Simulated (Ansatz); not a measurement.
Ansatz (a quantum-chemistry and plane-wave program) input (MP2/def2-TZVP):

Ansatz 0.2 input:
```yaml
crystal:
  periodic: [false, false, false]
  atoms:
    - {symbol: C, position_ang: [1.07587576, -0.40111956, -0.01394743]}
    - {symbol: N, position_ang: [-0.12323406, 0.39743201, 0.15570559]}
    - {symbol: C, position_ang: [-1.27255696, 0.10626332, -0.14493224]}
    - {symbol: H, position_ang: [1.78042377, 0.15176806, -0.63619520]}
    - {symbol: H, position_ang: [1.53992040, -0.54887034, 0.96180725]}
    - {symbol: H, position_ang: [0.86391878, -1.37062762, -0.47092479]}
    - {symbol: H, position_ang: [-2.14153733, 0.75484330, 0.00865159]}
basis:
  gaussian:
    orbitals: def2-TZVP
magnetization: {spin_polarized: true, initial_magnetization: 1}
correlation: {method: mp2, electrons: outside_noble_gas}
relax: {f_tol: 0.003, max_steps: 100}
```

Output:

```
Functional definition: HF
these checks for a lower state are left out or cut short: cluster_reference
integrals: 0.08 GiB planned
878 factors; integrals over basis functions are off by at most 4.1e-4 eV
mean field: 0.28 GiB planned
mean field evaluation 1: about -3602.9698 eV, gradient 1.8e1 eV
mean field evaluation 2: about -3602.9702 eV, gradient 1.8e1 eV
mean field evaluation 4: about -3604.8678 eV, gradient 4.0e0 eV
mean field evaluation 8: about -3604.9996 eV, gradient 3.6e-1 eV
mean field evaluation 16: about -3605.0257 eV, gradient 2.3e-6 eV
mean field evaluation 32: about -3600.0115 eV, gradient 6.6e-3 eV
mean field -3605.02567402 eV, -132.4822499461 hartree, gradient 2.3e-6 eV, S^2 0.821818; 4 other end points of the search recorded, 0 dependent functions left out
3 core orbitals not correlated
reference -3605.02567402 eV, -132.4822499461 hartree; 9, 8 occupied and 105, 106 virtual orbitals, 878 factors
densities: 0.36 GiB planned
second order -13.50880116 eV of doubles, -0.00000000 eV of singles
the calculation of the forces begins
relax step   1: F+E_penalty+E_count = -3618.53447518 eV  Δ(F+E_penalty+E_count) = +0.000e0 eV  max|allowed force component| = 3.109e0 eV/Å  Δτ_max = 0.0000 Å  (170 SCF iters, accepted)
these checks for a lower state are left out or cut short: starts, cluster_reference, orbital_swaps, neighbouring_geometries, increment
integrals: 0.08 GiB planned
878 factors; integrals over basis functions are off by at most 4.1e-4 eV
mean field: 0.28 GiB planned
mean field -3604.99694581 eV, -132.4811942037 hartree, gradient 7.2e-6 eV, S^2 0.784627; 0 other end points of the search recorded, 0 dependent functions left out
3 core orbitals not correlated
reference -3604.99694581 eV, -132.4811942037 hartree; 9, 8 occupied and 105, 106 virtual orbitals, 878 factors
densities: 0.36 GiB planned
second order -13.56201274 eV of doubles, -0.00000000 eV of singles
the calculation of the forces begins
relax step   2: F+E_penalty+E_count = -3618.55895855 eV  Δ(F+E_penalty+E_count) = -2.448e-2 eV  max|allowed force component| = 1.898e0 eV/Å  Δτ_max = 0.0264 Å  (46 SCF iters, accepted)
these checks for a lower state are left out or cut short: starts, cluster_reference, orbital_swaps, neighbouring_geometries, increment
integrals: 0.08 GiB planned
878 factors; integrals over basis functions are off by at most 4.1e-4 eV
mean field: 0.28 GiB planned
mean field evaluation 64: about -3605.0077 eV, gradient 2.6e-6 eV
mean field -3605.00770598 eV, -132.4815896329 hartree, gradient 2.6e-6 eV, S^2 0.791919; 0 other end points of the search recorded, 0 dependent functions left out
3 core orbitals not correlated
reference -3605.00770598 eV, -132.4815896329 hartree; 9, 8 occupied and 105, 106 virtual orbitals, 878 factors
densities: 0.36 GiB planned
second order -13.56561818 eV of doubles, -0.00000000 eV of singles
the calculation of the forces begins
relax step   3: F+E_penalty+E_count = -3618.57332416 eV  Δ(F+E_penalty+E_count) = -1.437e-2 eV  max|allowed force component| = 3.136e-1 eV/Å  Δτ_max = 0.0096 Å  (44 SCF iters, accepted)
these checks for a lower state are left out or cut short: starts, cluster_reference, orbital_swaps, neighbouring_geometries, increment
integrals: 0.08 GiB planned
878 factors; integrals over basis functions are off by at most 4.1e-4 eV
mean field: 0.28 GiB planned
mean field -3604.99643179 eV, -132.4811753138 hartree, gradient 2.8e-6 eV, S^2 0.789211; 0 other end points of the search recorded, 0 dependent functions left out
3 core orbitals not correlated
reference -3604.99643179 eV, -132.4811753138 hartree; 9, 8 occupied and 105, 106 virtual orbitals, 878 factors
densities: 0.36 GiB planned
second order -13.57966586 eV of doubles, -0.00000000 eV of singles
the calculation of the forces begins
relax step   4: F+E_penalty+E_count = -3618.57609764 eV  Δ(F+E_penalty+E_count) = -2.773e-3 eV  max|allowed force component| = 3.932e-1 eV/Å  Δτ_max = 0.0168 Å  (49 SCF iters, accepted)
these checks for a lower state are left out or cut short: starts, cluster_reference, orbital_swaps, neighbouring_geometries, increment
integrals: 0.08 GiB planned
878 factors; integrals over basis functions are off by at most 4.1e-4 eV
mean field: 0.28 GiB planned
mean field -3604.97789428 eV, -132.4804940731 hartree, gradient 1.6e-6 eV, S^2 0.788645; 0 other end points of the search recorded, 0 dependent functions left out
3 core orbitals not correlated
reference -3604.97789428 eV, -132.4804940731 hartree; 9, 8 occupied and 105, 106 virtual orbitals, 878 factors
densities: 0.36 GiB planned
second order -13.60057110 eV of doubles, -0.00000000 eV of singles
the calculation of the forces begins
relax step   5: F+E_penalty+E_count = -3618.57846538 eV  Δ(F+E_penalty+E_count) = -2.368e-3 eV  max|allowed force component| = 7.858e-2 eV/Å  Δτ_max = 0.0220 Å  (50 SCF iters, accepted)
these checks for a lower state are left out or cut short: starts, cluster_reference, orbital_swaps, neighbouring_geometries, increment
integrals: 0.08 GiB planned
878 factors; integrals over basis functions are off by at most 4.1e-4 eV
mean field: 0.28 GiB planned
mean field -3604.97359789 eV, -132.4803361836 hartree, gradient 6.8e-6 eV, S^2 0.788344; 0 other end points of the search recorded, 0 dependent functions left out
3 core orbitals not correlated
reference -3604.97359789 eV, -132.4803361836 hartree; 9, 8 occupied and 105, 106 virtual orbitals, 878 factors
densities: 0.36 GiB planned
second order -13.60501201 eV of doubles, -0.00000000 eV of singles
the calculation of the forces begins
relax step   6: F+E_penalty+E_count = -3618.57860990 eV  Δ(F+E_penalty+E_count) = -1.445e-4 eV  max|allowed force component| = 6.039e-2 eV/Å  Δτ_max = 0.0035 Å  (43 SCF iters, accepted)
these checks for a lower state are left out or cut short: starts, cluster_reference, orbital_swaps, neighbouring_geometries, increment
integrals: 0.08 GiB planned
878 factors; integrals over basis functions are off by at most 4.1e-4 eV
mean field: 0.28 GiB planned
mean field evaluation 96: about -3604.9728 eV, gradient 6.0e-2 eV
mean field -3604.97277893 eV, -132.4803060872 hartree, gradient 2.8e-6 eV, S^2 0.788128; 0 other end points of the search recorded, 0 dependent functions left out
3 core orbitals not correlated
reference -3604.97277893 eV, -132.4803060872 hartree; 9, 8 occupied and 105, 106 virtual orbitals, 878 factors
densities: 0.36 GiB planned
second order -13.60587206 eV of doubles, -0.00000000 eV of singles
the calculation of the forces begins
relax step   7: F+E_penalty+E_count = -3618.57865098 eV  Δ(F+E_penalty+E_count) = -4.108e-5 eV  max|allowed force component| = 3.641e-3 eV/Å  Δτ_max = 0.0013 Å  (40 SCF iters, accepted)
these checks for a lower state are left out or cut short: starts, cluster_reference, orbital_swaps, neighbouring_geometries, increment
integrals: 0.08 GiB planned
878 factors; integrals over basis functions are off by at most 4.1e-4 eV
mean field: 0.28 GiB planned
mean field -3604.97318934 eV, -132.4803211696 hartree, gradient 3.4e-6 eV, S^2 0.788186; 0 other end points of the search recorded, 0 dependent functions left out
3 core orbitals not correlated
reference -3604.97318934 eV, -132.4803211696 hartree; 9, 8 occupied and 105, 106 virtual orbitals, 878 factors
densities: 0.36 GiB planned
second order -13.60546289 eV of doubles, -0.00000000 eV of singles
the calculation of the forces begins
relax step   8: F+E_penalty+E_count = -3618.57865223 eV  Δ(F+E_penalty+E_count) = -1.243e-6 eV  max|allowed force component| = 1.580e-3 eV/Å  Δτ_max = 0.0003 Å  (32 SCF iters, accepted)
these checks for a lower state are left out or cut short: cluster_reference
integrals: 0.08 GiB planned
878 factors; integrals over basis functions are off by at most 4.1e-4 eV
mean field: 0.28 GiB planned
mean field evaluation 128: about -3604.6002 eV, gradient 2.3e0 eV
mean field -3604.97318934 eV, -132.4803211696 hartree, gradient 3.4e-6 eV, S^2 0.788186; 4 other end points of the search recorded, 0 dependent functions left out
3 core orbitals not correlated
reference -3604.97318934 eV, -132.4803211696 hartree; 9, 8 occupied and 105, 106 virtual orbitals, 878 factors
densities: 0.36 GiB planned
second order -13.60546289 eV of doubles, -0.00000000 eV of singles
the calculation of the forces begins
Total energy: -3618.57865223 eV, -132.9803127086 hartree
Atom 0 at     1.083311    -0.403113    -0.013702 Å, force     0.000972     0.001580     0.000839 eV/Å
Atom 1 at    -0.148190     0.340261     0.126883 Å, force    -0.001259    -0.001215    -0.000722 eV/Å
Atom 2 at    -1.296130     0.096984    -0.152548 Å, force     0.000503     0.000731     0.000396 eV/Å
Atom 3 at     1.774023     0.166678    -0.633187 Å, force     0.000225    -0.000518    -0.000485 eV/Å
Atom 4 at     1.532884    -0.535812     0.969039 Å, force     0.000152    -0.000728    -0.000005 eV/Å
Atom 5 at     0.896751    -1.376762    -0.468673 Å, force    -0.000497     0.000398     0.000100 eV/Å
Atom 6 at    -2.119839     0.801454     0.032354 Å, force    -0.000095    -0.000247    -0.000123 eV/Å
Dipole moment:     0.203868     0.010216     0.035162 e Å
Checks for a lower state left out: cluster_reference
```

It need not be the lowest isomer of its formula.
